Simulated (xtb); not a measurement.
B(OH)2(OSiH3) (BH5O3Si), SMILES OB(O)O[SiH3]. All values are semi-empirical tight-binding results from xtb (GFN2-xTB unless named), good for trends rather than for accurate numbers. The structure is a stationary point at GFN2-xTB. The values are those of a single conformer.

| Property | Result |
|---|---|
| orbital gap | 6.49 eV |
| dipole moment | 3.00 D |
| zero-point energy | 37.6 kcal/mol |
| G − E(el) at 298.15 K (modified RRHO) | 17.7 kcal/mol |
| static polarisability (D4 model) | 59.2 bohr³ |
| solvation energy, GFN2-xTB/ALPB(water) | -8.5 kcal/mol |
| solvation energy, GFN2-xTB/ALPB(thf) | -10.6 kcal/mol |
